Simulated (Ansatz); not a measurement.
Start from `F[SiH2]S[SiH2]Cl` and change one atom or group to get `N[SiH2]S[SiH2]F`.

Ansatz, PBE0-D4/def2-TZVP geometries, multiplicity 1. Each molecule was computed in one conformer, which needn't be the lowest.

```json
{"property": "HOMO–LUMO gap (ωB97M-V/def2-TZVPP) / eV", "`F[SiH2]S[SiH2]Cl`": "11.77"}
{"property": "HOMO energy (PBE0/def2-TZVPP) / eV", "`F[SiH2]S[SiH2]Cl`": "-8.27"}
{"property": "HOMO energy (B3LYP/def2-TZVPP) / eV", "`F[SiH2]S[SiH2]Cl`": "-7.99"}
{"property": "HOMO–LUMO gap (PBE/def2-TZVPP) / eV", "`F[SiH2]S[SiH2]Cl`": "5.70"}
{"property": "LUMO energy (PBE0/def2-TZVPP) / eV", "`F[SiH2]S[SiH2]Cl`": "-0.48"}
{"property": "size of the dipole moment (ωB97M-V/def2-TZVPP) / D", "`F[SiH2]S[SiH2]Cl`": "0.12"}
```

Q: What does the change do to each property? (Estimate.)

A: Ansatz gave: 
| property | `N[SiH2]S[SiH2]F` | shift |
| --- | --- | --- |
| HOMO–LUMO gap (ωB97M-V/def2-TZVPP) / eV | 11.39 | -0.38 |
| HOMO energy (PBE0/def2-TZVPP) / eV | -7.63 | 0.64 |
| HOMO energy (B3LYP/def2-TZVPP) / eV | -7.37 | 0.62 |
| HOMO–LUMO gap (PBE/def2-TZVPP) / eV | 5.36 | -0.34 |
| LUMO energy (PBE0/def2-TZVPP) / eV | -0.14 | 0.34 |
| size of the dipole moment (ωB97M-V/def2-TZVPP) / D | 2.61 | 2.49 |

With PBE0 the HOMO rises by 0.64 eV and the LUMO rises by 0.34 eV, so the gap narrows by about 0.30 eV. PBE moves the HOMO by 0.71 eV and ωB97M-V by 0.59 eV. Dipoles are sizes alone; their direction can turn.

Positive LUMOs are unbound, so they and the gaps depend on the basis.

B3LYP here is the variant with VWN-RPA as its local correlation; programs differ in this.
